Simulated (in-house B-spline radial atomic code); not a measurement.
K. Computed with a B-spline radial atomic code. Model: non-relativistic spherical atom: semilocal Troullier-Martins pseudo-atom, one channel per l, against all electrons, high spin, G0W0 and RPA with empty states to l = 8, local potential for every l without a channel, a model core (radius 0 = none) keeps its share of the functional.

What the tables leave out is listed at the end.

The pseudopotential gives back the lowest level of each angular momentum of its own functional in the configuration it was made in; a second state of the same l is only approximately right. Exact exchange, RPA and GW see the smooth pseudo-orbitals and miss the exchange with the core, for which the functional's share stands in. The column with an uncorrelated core keeps all orbitals and exact exchange, and so separates missing core correlation from pseudisation. Only the three outermost levels and the lowest empty one were computed. RPA here is direct RPA, with no exchange kernel, and its energies carry an (l + 1/2)⁻⁴ tail. A hybrid on a potential with a model core restores only its own semilocal share of the core's exchange.

Command:
```bash
python run_psgw.py task.json out
```
Settings (lengths in bohr, energies in hartree):
```
Z                      19
electrons              19
configuration          [Ar] 4s1
generated_in           [Ar] 4s1
functional             lda,vwn
core_shells            4
radius_factor          1
core_correction        False
ion_configuration      [Ne] 3s2 3p6
```

Run time, properties included: 46 s on 1 thread of Arm Neoverse N1 (shared host).

Given: made with LDA VWN5; model core radius 0 bohr; local radius 1.494 bohr; mean-field start LDA VWN5.

Valence shells of the generating configuration: 3p, 4s.

Channel: s 3.4, p 1.158 (radii in bohr).

Computed: largest level miss in the spin-unpolarised generating configuration 0 eV; valence RPA correlation energy pseudo -0.42209 hartree; all-electron RPA polarisability, core included 149.15 bohr³; ionisation by mean-field all-electron 4.5314 eV; ionisation by mean-field pseudo minus all -0.003 eV; ionisation by RPA all-electron 4.7723 eV; ionisation by RPA pseudo minus all 0.197 eV.

```tsv
level	occupied	mean-field all-electron (eV)	mean-field pseudo minus all (eV)	G0W0 all-electron (eV)	G0W0 uncorrelated core minus all (eV)	G0W0 pseudo minus all (eV)	exchange self-energy all-electron (eV)	exchange self-energy pseudo (eV)
4s up	1	-2.6178	-0.003	-4.4933	0.003	-0.111	-5.928	-5.7752
4s down (empty)	0	-2.0223	0.006	-0.71086	0.004	-0.102	-0.7912	-0.65638
```

Q: What is the pseudo-atom RPA polarisability?

A: 148.83 bohr³.

Q: What is the valence RPA correlation energy all-electron orbitals?

A: -0.34047 hartree.

Given: mean-field start PBE0.

Computed: valence RPA correlation energy all-electron orbitals -0.3108 hartree; all-electron RPA polarisability, core included 131.32 bohr³; ionisation by mean-field all-electron 4.3765 eV; ionisation by mean-field pseudo minus all 0.093 eV; ionisation by RPA all-electron 4.6574 eV; ionisation by RPA pseudo minus all 0.197 eV.

```csv
level,occupied,mean-field all-electron (eV),mean-field pseudo minus all (eV),G0W0 all-electron (eV),G0W0 uncorrelated core minus all (eV),G0W0 pseudo minus all (eV),exchange self-energy all-electron (eV),exchange self-energy pseudo (eV)
4s up,1,-2.9886,-0.064,-4.5761,0.005,-0.161,-5.6377,-5.7429
4s down (empty),0,-1.0057,-0.044,-0.36394,0.007,-0.065,-0.76724,-0.7374
```

Q: What is the pseudo-atom RPA polarisability?

A: 121.72 bohr³.

Q: What is the valence RPA correlation energy pseudo?

A: -0.39909 hartree.

Given: mean-field start Hartree-Fock.

Computed: all-electron RPA polarisability, core included 95.41 bohr³; pseudo-atom RPA polarisability 70.081 bohr³; ionisation by mean-field all-electron 4.008 eV; ionisation by mean-field pseudo minus all 0.392 eV; ionisation by RPA all-electron 4.4549 eV; ionisation by RPA pseudo minus all 0.241 eV.

| level | occupied | mean-field all-electron (eV) | mean-field pseudo minus all (eV) | G0W0 all-electron (eV) | G0W0 uncorrelated core minus all (eV) | G0W0 pseudo minus all (eV) | exchange self-energy all-electron (eV) | exchange self-energy pseudo (eV) |
| --- | --- | --- | --- | --- | --- | --- | --- | --- |
| 4s up | 1 | -4.0178 | -0.419 | -4.5289 | 0.006 | -0.27 | -5.2541 | -6.0853 |
| 3p down | 1 | -25.945 | 2.347 | -25.777 | -0.31 | 1.499 | -27.556 | -20.55 |
| 3p up | 1 | -25.991 | 2.238 | -25.819 | -0.311 | 1.498 | -27.537 | -20.57 |

Q: What is the valence RPA correlation energy pseudo?

A: -0.3433 hartree.

Q: What is the valence RPA correlation energy all-electron orbitals?

A: -0.25165 hartree.

Among the listed levels the largest G0W0 shift of the pseudo-atom is +1.50 eV, for 3p down on the Hartree-Fock start, while leaving the core uncorrelated moves that level by -0.31 eV. So pseudisation and the lost core exchange, not the missing core correlation, make the error. Not in the tables (levels of low weight, unsolved or above zero; the highest and the empty levels are kept at any weight): on LDA the G0W0 levels 3p down (pseudo minus all +0.93 eV, weights 0.08 and 0.09), 3p up (pseudo minus all +0.93 eV, weights 0.08 and 0.09); on PBE0 the G0W0 levels 3p down (pseudo minus all +1.61 eV, weights 0.41 and 0.08), 3p up (pseudo minus all +1.59 eV, weights 0.41 and 0.08).
